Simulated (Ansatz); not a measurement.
Geometry optimisation, Ansatz 0.2.0, RKS r2SCANh/STO-3G.

Input:

```yaml
crystal:
  periodic: [false, false, false]
  atoms:
    - { symbol: C, position_ang: [0.02193, 1.06125, -0.50729] }
    - { symbol: B, position_ang: [-0.95716, 0.07241, 0.22197] }
    - { symbol: S, position_ang: [-0.45833, -1.48997, 0.82663] }
    - { symbol: O, position_ang: [-1.8795, -2.09205, 1.51339] }
    - { symbol: H, position_ang: [-0.41768, 1.45491, -1.42248] }
    - { symbol: H, position_ang: [0.22299, 1.92457, 0.12769] }
    - { symbol: H, position_ang: [0.98015, 0.61082, -0.75537] }
    - { symbol: H, position_ang: [-2.08459, 0.31303, 0.4231] }
    - { symbol: H, position_ang: [-1.67734, -2.95639, 1.88219] }
basis:
  gaussian: { orbitals: STO-3G }
hamiltonian:
  xc: r2scanh
relax:
  f_tol: 0.015
  max_steps: 40
```

Launched with:

```bash
$ ansatz run input.yaml --threads 1 --pin off --max-ram 2048MiB --backend cpu --events-out ev --progress --plain --runs-dir out
```

**Question.** Where does it end, and by what steps?

**Answer.** It converged. Limits of this set-up: minimal basis. After 6 steps the energy has fallen by 0.300 eV; H8 moved furthest, 0.14 Å.

```
step  energy less start (eV)  largest force component (eV/Å)  accepted
   0                  0.0000                           3.735       yes
   1                 -0.2559                           1.485       yes
   2                 -0.2969                           0.253       yes
   3                 -0.2989                           0.066       yes
   4                 -0.2992                           0.046       yes
   5                 -0.3001                           0.016       yes
   6                 -0.3003                           0.003       yes
```

```xyz
9
Properties=species:S:1:pos:R:3
C 0.022 1.039 -0.494
B -0.972 0.085 0.262
S -0.455 -1.495 0.761
O -1.936 -2.070 1.529
H -0.401 1.338 -1.463
H 0.158 1.969 0.074
H 1.014 0.612 -0.679
H -2.065 0.423 0.499
H -1.614 -3.001 1.821
```

Time of the run: 47 s on 1 CPU thread of a shared host.
